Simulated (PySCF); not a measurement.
# C₆ coefficients of unlike pairs at UHF

Calculated with PySCF 2.14 from the dipole response of each species, C₆(A,B) = (3/π) ∫ α_A(iu) α_B(iu) du, in atomic units, from isotropic polarisabilities. For ions this is the dispersion term alone; charge-induced terms of lower order in 1/R come first.

| species | configuration | basis | relativity | α (bohr³) | C₆ (like pair) |
| --- | --- | --- | --- | --- | --- |
| C³⁺ | [He] 2s1 (2S) | aug-cc-pVQZ (6s5p4d3f2g) | none | 3.488 | 2.895 |
| I⁺ | [Kr] 4d10 5s2 5p4 (3P) | aug-cc-pVQZ-DK3 (9s8p6d3f2g) | spin-free X2C | 20.08 | 171.5 |
| Ti⁺ | [Ar] 3d2 4s1 (4F) | x2c-QZVPPall with one added diffuse shell each of s, p, d, f, g type (12s8p6d4f3g) | spin-free X2C | 62.63 | 427.2 |
| O³⁺ | [He] 2s2 2p1 (2P) | aug-cc-pwCVQZ (9s8p6d4f2g) | none | 1.420 | 1.330 |

Q: Estimate C₆ for I⁺ with C³⁺.

A: The integral gives 21.49. The combination rule 2 C_A C_B / (C_A α_B/α_A + C_B α_A/α_B) gives 21.38 and the geometric mean 22.28.

No spin-orbit coupling is included.

The other pairs:

| pair | C₆ |
| --- | --- |
| Ti⁺, C³⁺ | 33.28 |
| Ti⁺, I⁺ | 230.0 |
| O³⁺, C³⁺ | 1.747 |
| O³⁺, Ti⁺ | 18.05 |
| O³⁺, I⁺ | 14.69 |
